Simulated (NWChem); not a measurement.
System: Si2H6O3; SMILES O[Si](O)(O)[SiH3]

```xyz
11

O     -1.0805     1.0745    -1.0709
Si     0.0279     0.4243    -0.0051
O     -0.3650     1.1380     1.4413
O      1.5995     0.7918    -0.3833
Si    -0.0674    -1.9099     0.0530
H     -0.9934     0.8096    -1.9976
H     -1.2387     1.5558     1.4530
H      1.8643     1.7066    -0.1989
H      0.2530    -2.4844    -1.2853
H     -1.4458    -2.3487     0.4112
H      0.8810    -2.4752     1.0502
```
Atoms are numbered in this order, from 1.

Program: NWChem. The geometry was optimised at B3LYP/6-31G* (spherical d).

**Question.** Among these, which level gives the highest value of “dipole (D)”?
A) TPSS/aug-pcseg-1
B) TPSS/def2-SVP
C) TPSS/pcseg-1
D) TPSS/STO-3G

**Answer.** B, TPSS/def2-SVP. Values: TPSS/STO-3G 1.48; TPSS/aug-pcseg-1 1.56; TPSS/pcseg-1 1.75; TPSS/def2-SVP 1.99
